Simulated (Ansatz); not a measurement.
Several settings on one geometry of Eu(NH2)3 (EuN₃H₆) (that of the charge 0 septet, r2SCAN-D4/def2-SVP). Ansatz on 4 threads of Intel Xeon 6975P-C on a shared host; times are rough.

Cartesian coordinates in Å:
```
Eu 0.0000 0.0012 0.0099
N 2.2265 0.4411 -0.0090
H 2.9697 -0.0895 -0.4727
H 2.7249 1.2156 0.4390
N -1.4963 1.7079 -0.0016
H -2.4107 1.7510 0.4578
H -1.4179 2.6146 -0.4712
N -0.7301 -2.1478 0.0165
H -0.3054 -2.9603 0.4729
H -1.5607 -2.5338 -0.4417
```

Totals from different functionals, basis sets or treatments of relativity can't be compared as stabilities.

In the def2 sets Eu takes a core potential; there is no spin–orbit coupling. With an open 4f shell the SCF may have ended on a state above the lowest.

Scalar relativity in a set contracted without it gives distorted totals.

The spins typed aren't always the lowest for that charge.

(1) Give the basis size and estimate the energy, ⟨S²⟩ and time of these runs.

```tsv
run	method	charge	state	further keys
1	UKS BHLYP-D3(BJ)-ATM/def2-mTZVPP	1	doublet	scf: {omitted_lower_state_checks: [starts]}; forces asked
2	UKS r2SCANh-D4/def2-mTZVP	0	septet	pseudopotentials: {relativity: none}; scf: {omitted_lower_state_checks: [starts]}
3	UKS revPBE0/def2-SVP	-1	doublet	point_charges: [{charge: 2.00, position_ang: [7.208, 0.167, 0.292]}]; pseudopotentials: {relativity: scalar}; scf: {omitted_lower_state_checks: [starts]}; forces asked
4	UKS ωB97X/def2-mTZVP	0	septet	scf: {lower_state_search: light}; forces asked
5	ROKS ωB97M-V/def2-TZVP	0	septet	nuclear_model: gaussian; forces asked
```

Results:

(1) 
| run | functions | energy (Eh) | ⟨S²⟩ | wall time |
| --- | --- | --- | --- | --- |
| 1 | 170 | -877.5185 | 3.76 | 73 s |
| 2 | 143 | -878.1751 | 12.35 | 11 s |
| 3 | 149 | -878.1513 | 3.75 | 56 s |
| 4 | 143 | -878.2915 | 12.23 | 41 s |
| 5 | 221 | -878.1013 | – | 3.4 min |

The highest occupied level of an anion often lies above zero with these methods, and sets without diffuse functions describe the outer electron poorly. At UKS BHLYP-D3(BJ)-ATM/def2-mTZVPP the charge 1 doublet is spin-contaminated (final ⟨S²⟩ up to 3.76, 0.75 for a pure state). At UKS r2SCANh-D4/def2-mTZVP, UKS ωB97X/def2-mTZVP the charge 0 septet is spin-contaminated (final ⟨S²⟩ up to 12.35, 12.00 for a pure state). At UKS revPBE0/def2-SVP the charge -1 doublet is spin-contaminated (final ⟨S²⟩ up to 3.75, 0.75 for a pure state).
